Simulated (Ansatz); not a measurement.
`N=[CH][SnH3]` + `CCN` → `CC[NH][SnH3]` + `C=N` at 298.15 K and 1 bar (ligand exchange at the Sn–C bond).

Gas-phase electronic energies from Ansatz, PBE0-D4/def2-TZVP geometries. CCSD(T)/CBS adds triple-zeta CCSD(T) − MP2 to the extrapolated MP2 energy (def2 sets, frozen cores). This one scheme is used for every species. def2 core potentials past Kr. For Sn outer-core shells are correlated without core-valence functions, which leaves a few kJ/mol of doubt a bond. Each species was taken in one conformer, which may not be the lowest.

| species | CCSD(T)/CBS energy (Eh) | H − E (kJ/mol) | S (J/(mol·K)) |
| --- | --- | --- | --- |
| `N=[CH][SnH3]` | -309.72288 | 148.8 | 317.3 |
| `CCN` | -135.01652 | 257.8 | 271.6 |
| `CC[NH][SnH3]` | -350.22359 | 289.9 | 356.0 |
| `C=N` | -94.52360 | 115.3 | 227.0 |

H − E and S are ideal-gas, rigid-rotor, harmonic terms from PBE0-D4/def2-TZVP, for one conformer and one mirror image of each species. 1 Eh = 2625.50 kJ/mol, R = 8.31446 J/(mol·K).

Task: By hand: ΔE, ΔH, ΔS and ΔG.

Result: ΔE = (-350.22359) + (-94.52360) − (-309.72288) − (-135.01652) = -0.00779 Eh = -20.5 kJ/mol. Δ(H − E) = 289.9 + 115.3 − 148.8 − 257.8 = -1.4, so ΔH = -21.9 kJ/mol. ΔS = 356.0 + 227.0 − 317.3 − 271.6 = -5.9 J/(mol·K). ΔG = -21.9 − 298.15 × (-5.9)/1000 = -20.1 kJ/mol.

Task: By hand: the equilibrium constant, and the temperature at which ΔG would vanish if ΔH and ΔS stayed fixed.

Result: log₁₀ K = −ΔG/(RT ln 10) = 3.5. ΔG = 0 at ΔH/ΔS = 3712 K, far beyond where these terms or the molecules hold.

The number of gas molecules stays the same, so ΔS is small and ΔH decides. A doubt of 5 kJ/mol in ΔE shifts log₁₀ K by 0.9 here. Other conformers and mirror images would add mixing entropy, several J/(mol·K) or more a flexible species. Modes under 60 cm⁻¹, often nearly free rotors, make the harmonic entropy too high. These are equilibria of isolated gas molecules and say nothing of rates. Largest T1 diagnostic: 0.014 (customary marks: 0.02 for closed shells, 0.045 for open ones).
